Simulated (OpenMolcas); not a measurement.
# Fe4+: moving or changing the point charges

Fe4+ among 6 point charges of -1 e arranged as a tetragonal octahedron (D4h), 1.89 Å from the ion, with the axial distance 1.909 Å.
```
   1.8900    0.0000    0.0000  -1.00
   0.0000    1.8900    0.0000  -1.00
  -1.8900    0.0000    0.0000  -1.00
   0.0000   -1.8900    0.0000  -1.00
   0.0000    0.0000    1.9089  -1.00
   0.0000    0.0000   -1.9089  -1.00
```

```
Program             : OpenMolcas
Method              : SS-CASPT2, IPEA 0.25 Eh, imaginary shift 0.1 Eh (closed shells correlated: 3s 3p)
Basis               : ANO-RCC-VDZP [5s4p2d1f]
Scalar Hamiltonian  : DKH2, point nucleus
Active space        : 4 electrons in 5 orbitals (3d)
State averaging     : 2S+1 = 5 even, 5 roots; 2S+1 = 3 even, 45 roots; 2S+1 = 1 even, 50 roots
Spin-orbit coupling : RASSI with atomic mean-field integrals over the reference wave functions
```

Runs around this geometry, states (labels of D4, the rotations of D4h). Energies in cm-1 above the lowest state or level, χT in cm3 K/mol.

```tsv
R (Å)	q (e)	Axial / equatorial distance	Ground state	First state of that spin	First gap with spin-orbit (degeneracies)	χT at 300 K	First state of another spin
1.89	-1	0.93	5A1	5B1 1440	33 (1, 2)	2.342	3A2 26580
1.89	-0.65	1.01	5B1	5A1 130	75 (1, 1)	1.752	3E 26320
1.81	-1	1.01	5B1	5A1 220	28 (1, 1)	2.208	3E 26140
1.89	-1	1.01	5B1	5A1 190	40 (1, 1)	2.057	3E 26260
2.05	-1	1.01	5B1	5A1 150	68 (1, 1)	1.777	3E 26350
```

The ground state changes within this set.

Roots that are degenerate in the reference are averaged as groups; the widest CASPT2 spread within a group is 12 cm-1 (the 3-fold group of multiplicity 1 near 76800 cm-1 above the lowest state of its run, R = 2.05, q = -1, ratio = 1.01). Shifts and gaps below about the spread of the groups concerned are not significant. Point charges give a weaker field than real ligands, and real ions of this kind are often low spin; the high spin found here belongs to the model. The ground term spreads over less than 5000 cm-1, several times less than with real ligands, so orbital moments are less quenched and χT lies further from the spin-only value than at real sites. Free-ion shares, where given, are those of the reference states; single-state CASPT2 does not remix them. Spin-orbit coupling mixes the spin-free states strongly: the lowest level takes only 52 % from its leading state, 5B1 (figures for R = 1.89, q = -0.65, ratio = 1.01; the like holds for R = 2.05, q = -1, ratio = 1.01). Point charges carry no covalency, so the field is a model and not that of real ligands. No measured value stands beside these numbers.
